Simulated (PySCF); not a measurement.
Delta-SCF ions had no search for a lower state. Excitations are Tamm–Dancoff values on a coarser integration grid. The basis has no diffuse functions, so Rydberg states are missing or too high.

Cartesian coordinates (Å):
SMILES: [Cl][GaH2]
```xyz
4

Cl     1.9368    -0.0397     0.0225
Ga    -0.2111     0.0043     0.2936
H     -0.9518    -1.3131    -0.1123
H     -0.7739     1.3485     0.8642
```
Charge 0, multiplicity 1.

**Question.** Give the T1 excitation (TDA), HOMO, vertical ionisation energy (Delta-SCF), total energy and LUMO at the level PBE-D3(BJ)/def2-TZVP in PySCF.

**Answer.** 
```json
{
  "T1 excitation (TDA)": "4.35 eV",
  "HOMO": "-7.12 eV",
  "vertical ionisation energy (Delta-SCF)": "10.44 eV",
  "total_energy": "-2385.8219 Ha",
  "LUMO": "-2.64 eV"
}
```
